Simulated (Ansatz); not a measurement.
`B1C=NCO1`. Charge 0, multiplicity 1.

```xyz
9

B     0.815    0.540   -0.750
C     0.243   -0.921   -0.733
N    -0.587   -1.032    0.237
C    -0.659    0.221    0.916
O     0.208    1.160    0.290
H     1.596    1.110   -1.443
H     0.426   -1.786   -1.366
H    -1.682    0.607    0.888
H    -0.359    0.101    1.962
```

Question: What are the harmonic wavenumbers in cm⁻¹ at PBE0-D4/def2-TZVP (Ansatz, finite differences of forces, unscaled)? (Best estimate.)

Answer: Computed: 365, 457, 764, 804, 818, 881, 949, 968, 1033, 1075, 1126, 1221, 1253, 1335, 1392, 1465, 1632, 2689, 3065, 3107, 3168.

Question: Is this a minimum?

Answer: Yes, all 21 modes are real.

Question: Give the ideal-gas thermochemistry at 298.15 K and 1 bar (rigid rotor, harmonic oscillator; point group Cs, symmetry number 1).

Answer: Zero-point energy 176.8 kJ/mol; H(298) − E = 189.7 kJ/mol; entropy 276.9 J/(mol·K), of which translation 161.6, rotation 101.7, vibration 13.5; G(298) − E = 107.2 kJ/mol.

Question: Rotational constants (cm⁻¹)?

Answer: 0.3185, 0.2741, 0.1515.
